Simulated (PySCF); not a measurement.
Gas-phase reaction: 3 SnH2 + 2 C3H6 (propylene) + 6 CH3 → 3 Sn(CH3)4

Method: PySCF energies (xtb for GFN2) plus ideal-gas RRHO corrections (1 bar). † marks an energy on the PBE0/def2-TZVP geometry and frequencies; other levels use their own. MP2 freezes the core. Open shells (unrestricted): CH3 (multiplicity 2); the rest are closed-shell singlets. GFN2 has no spin-polarisation term. Sn: scalar-relativistic def2 core potential, no spin-orbit coupling. SnH2: computed as isolated molecules; such fragments, hydroxides, amides, oligomers or adducts are transient or little studied in the gas. MP2 isn't extrapolated to the basis-set limit; its ΔH°(298 K) is -1664.1 kJ in def2-SVP and -1814.9 kJ in def2-TZVPP. The harmonic model lacks anharmonicity and excited electronic states, which grow with temperature; levels with a mode under 35 cm⁻¹ are left out. Internal rotation in C3H6 (propylene), Sn(CH3)4 is treated as a harmonic vibration of one conformer, which makes the entropy rough.

```tsv
level	ΔE electronic, kJ	ΔH°(298 K), kJ	ΔS°(298 K), J/K	ΔG°(1000 K), kJ
BLYP/def2-TZVP†	-1522	-1382	-1152	-252
GFN2-xTB	-1302	-1149	-1125	-42
MP2/def2-TZVPP†	-1955	-1815	-1152	-686
PBE/def2-TZVP†	-1750	-1610	-1152	-481
PBE0/def2-TZVP	-1769	-1629	-1152	-500
ωB97M-V/def2-TZVP†	-1825	-1686	-1152	-556
```
ΔH° is lowest at MP2/def2-TZVPP† and highest at GFN2-xTB. No reference value is set beside these.
